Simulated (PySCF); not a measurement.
Sn(H)2(Me)(NH2) (CH7NSn), SMILES [CH3][SnH2][NH2].

Geometry: PBE-D3(BJ)/def2-SVP. The def2 effective core potentials stand for the cores of Sn; spin–orbit coupling is left out. One conformer was computed; it need not be the lowest.

These are PBE0/def2-TZVPD run with PySCF values and carry that method's errors.

Symmetry labels are those of the subgroup Cs that the program uses (full group Cs).

Problem. List the valence orbital energies around the gap with their symmetry. (An estimate is asked for; the answer gives what the named calculation found.)

Solution. 
| orbital | symmetry | energy (eV) |
|---|---|---|
| HOMO−7 | A' | -13.75 |
| HOMO−6 | A" | -12.75 |
| HOMO−5 | A" | -11.36 |
| HOMO−4 | A' | -11.36 |
| HOMO−3 | A' | -9.68 |
| HOMO−2 | A" | -8.82 |
| HOMO−1 | A' | -8.56 |
| HOMO | A' | -7.12 |
| LUMO | A' | -0.28 |
| LUMO+1 | A' | 0.25 |
| LUMO+2 | A' | 0.29 |
| LUMO+3 | A' | 1.04 |
